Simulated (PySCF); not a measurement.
# Radial density of Sb⁺ (antimony, charge +1)

UHF, [Kr] 4d10 5s2 5p2, high-spin 3P determinant. Computed with PySCF 2.14 in def2-SVP with the def2 core potential (28 electrons) (4s4p2d, 26 functions), with a scalar-relativistic core potential. This is the valence pseudo-density: the core potential removes the inner electrons and smooths the orbitals near the nucleus.

```tsv
r (bohr)	4πr²ρ (e/bohr)	4πr²(ρα − ρβ)
0.00493	1.375e-05	0.0000
0.00829	3.804e-05	0.0000
0.0139	0.0001012	0.0000
0.0235	0.0002422	0.0000
0.0395	0.0004589	0.0000
0.0664	0.0008378	0.0000
0.112	0.005514	0.0000
0.188	0.07028	0.0004
0.316	1.185	0.0079
0.531	13.71	0.1157
0.894	22.37	0.0095
1.50	5.803	0.4070
2.53	1.906	0.9322
4.25	0.2448	0.1843
7.15	0.003741	0.0035
```

Energies and moments cover only the electrons outside the core potential.
